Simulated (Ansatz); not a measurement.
One change: `[SiH3][SiH2][TeH]` becomes `[SiH3][SiH2]I`.

Ansatz, PBE0-D4/def2-TZVP geometries, multiplicity 1. 

Elements past krypton have def2 core potentials.

```csv
property,`[SiH3][SiH2][TeH]`
"ideal-gas entropy at 298 K and 1 bar (rigid rotor, harmonic PBE0-D4/def2-TZVP) / J/(mol·K)",367
LUMO energy (ωB97M-V/def2-TZVPP) / eV,0.90
HOMO–LUMO gap (PBE/def2-TZVPP) / eV,3.92
zero-point energy (PBE0-D4/def2-TZVP) / kJ/mol,127.2
LUMO energy (B3LYP/def2-TZVPP) / eV,-1.02
HOMO energy (B3LYP/def2-TZVPP) / eV,-6.32
```

Task: Give the same properties after the change, and the shifts. (An estimate is asked.)

Result: The calculation gave: 
| property | `[SiH3][SiH2]I` | shift |
| --- | --- | --- |
| ideal-gas entropy at 298 K and 1 bar (rigid rotor, harmonic PBE0-D4/def2-TZVP) / J/(mol·K) | 343 | -24 |
| LUMO energy (ωB97M-V/def2-TZVPP) / eV | 0.70 | -0.20 |
| HOMO–LUMO gap (PBE/def2-TZVPP) / eV | 4.53 | 0.61 |
| zero-point energy (PBE0-D4/def2-TZVP) / kJ/mol | 111.4 | -15.8 |
| LUMO energy (B3LYP/def2-TZVPP) / eV | -1.25 | -0.23 |
| HOMO energy (B3LYP/def2-TZVPP) / eV | -7.27 | -0.95 |

With PBE0 the HOMO falls by 0.97 eV and the LUMO falls by 0.26 eV, so the gap widens by about 0.71 eV. PBE moves the HOMO by -0.90 eV and ωB97M-V by -0.94 eV. The zero-point energy changes by -15.8 kJ/mol with -3 modes. Modes under 60 cm⁻¹, often nearly free rotors, make the harmonic entropy too high.

B3LYP here is the variant with VWN-RPA as its local correlation; programs differ in this.

Spin–orbit coupling is left out; it splits and shifts lone-pair levels of the heavy atoms by tenths of an eV.
